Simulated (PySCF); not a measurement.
Compound: C₂H₁₁NOSi₂.
Geometry (PBE0-D3(BJ)/def2-SVP, Å), atoms numbered from 1 in this order:
```
atom  x, y, z in Å
C1     1.7561    0.2349    1.2172
N2     1.2642    0.7665   -0.0440
Si3    0.4573   -0.2961   -1.2011
C4    -1.1977   -0.7918   -0.4793
Si5   -2.2065    0.6995    0.0902
O6    -1.2120    1.7328    0.9249
H7     2.0811    1.0502    1.8820
H8     0.9430   -0.2903    1.7417
H9     2.5993   -0.4732    1.1086
H10    1.9300    1.4052   -0.4723
H11    0.2933    0.5255   -2.4380
H12    1.2828   -1.5067   -1.5293
H13   -1.0225   -1.4671    0.3765
H14   -1.7590   -1.3720   -1.2321
H15   -2.8045    1.3390   -1.1266
H16   -3.3214    0.2830    0.9914
H17   -0.2869    1.6650    0.6029
```

Computed, not measured: PBE0-D3(BJ)/def2-SVP geometry optimisation, gas phase (PySCF 2.14.0).

Masses are those of the commonest isotopes; rigid-rotor values at the optimised geometry. The values belong to one conformer with, in the numbering `[CH3:1][NH:2][SiH2:3][CH2:4][SiH2:5][OH:6]`, C1–N2–Si3–C4 69°, N2–Si3–C4–Si5 52°, Si3–C4–Si5–O6 -45°, C4–Si5–O6–H 29°.

(1) What are A, B and C (GHz)?

(2) Classify the top.

(3) What does the inertial defect say?

(4) Give the other two planar moments, Paa and Pbb, and the rms extents of the mass along the axes.

(5) Where do the levels up to J = 3 lie, in K?

(6) Predict some low-J microwave lines.

(7) Estimate the classical rotational partition function at 10 K, 25 K and 298.15 K.

## Answers

(1) Ia = 167.23, Ib = 307.92, Ic = 407.29 u·Å²; 505379 MHz·u·Å²/I gives 3022, 1641 and 1241 MHz, that is A = 3.0221, B = 1.6413, C = 1.2408 GHz.

(2) An asymmetric top. Ray's parameter κ = (2B − A − C)/(A − C) = -0.550; −1 is the prolate and +1 the oblate limit.

(3) Not planar: Δ = Ic − Ia − Ib = -67.86 u·Å². For a rigid frame Δ = −2 Σ m c², so Σ m c² = 33.93 u·Å² lies off the ab plane: 14.80 from hydrogen and 19.13 from heavier atoms. The atom farthest from that plane is 1.76 Å away.

(4) Paa = Σ m a² = (Ib + Ic − Ia)/2 = 273.99 and Pbb = Σ m b² = (Ia + Ic − Ib)/2 = 133.30 u·Å². With the mass M = 121.04 u, the rms extents √(P/M) along a, b and c are 1.50, 1.05, 0.53 Å.

(5) Above 0(0,0), as E/k:
J = 1: 1(0,1) 0.138, 1(1,1) 0.205, 1(1,0) 0.224
J = 2: 2(0,2) 0.411, 2(1,2) 0.462, 2(1,1) 0.520, 2(2,1) 0.718, 2(2,0) 0.722
J = 3: 3(0,3) 0.813, 3(1,3) 0.846, 3(1,2) 0.961, 3(2,2) 1.133, 3(2,1) 1.151, 3(3,1) 1.515, 3(3,0) 1.515
Those of J = 1 are B + C, A + C and A + B.

(6) The dipole components are |μa| = 2.80 D, |μb| = 0.87 D, |μc| = 0.47 D. Intensities carry the squares of the components, which stand as 1.00 : 0.10 : 0.03 (a : b : c). Some lines, for components of 0.1 D or more:

```
type  branch         J(Ka,Kc)    MHz  lower level (cm⁻¹)
   c       Q  2(1,2) ← 2(0,2)   1056               0.286
   a       Q  2(1,1) ← 2(1,2)   1201               0.321
   c       Q  1(1,1) ← 1(0,1)   1381               0.096
   a       Q  5(2,3) ← 5(2,4)   2041               1.645
   b       Q  3(2,2) ← 3(1,3)   5988               0.588
   c       Q  4(3,2) ← 4(2,2)   7144               1.203
   b       Q  4(4,0) ← 4(3,1)  10895               1.444
   b       R  5(1,4) ← 4(2,3)  12073               1.170
   a       R  4(2,2) ← 3(2,1)  12101               0.800
   c       R  3(2,1) ← 2(1,1)  13149               0.361
   a       R  5(1,5) ← 4(1,4)  13160               0.942
   c       Q  5(5,1) ← 5(4,1)  14068               2.294
   a       R  5(3,2) ← 4(3,1)  14764               1.444
   a       R  5(2,3) ← 4(2,2)  15294               1.203
   c       R  4(2,3) ← 3(1,3)  17457               0.588
   b       R  5(4,1) ← 4(3,2)  25541               1.442
   c       R  5(5,1) ← 4(4,1)  28653               1.807
```

(7) Point group C1, symmetry number σ = 1; q = (√π/σ)·√((kT/h)³/(ABC)), k/h = 20836.6 MHz/K: 2150 at 10 K, 8490 at 25 K, 350000 at 298.15 K.

Stationary, but not proved a minimum. These are rigid-rotor constants of the computed structure; measured ground-state constants (B0) also hold zero-point vibration. A rigid rotor knows nothing of inversion at nitrogen or internal rotation, which can split or shift real lines. Quadrupole hyperfine structure (14N) is left out.
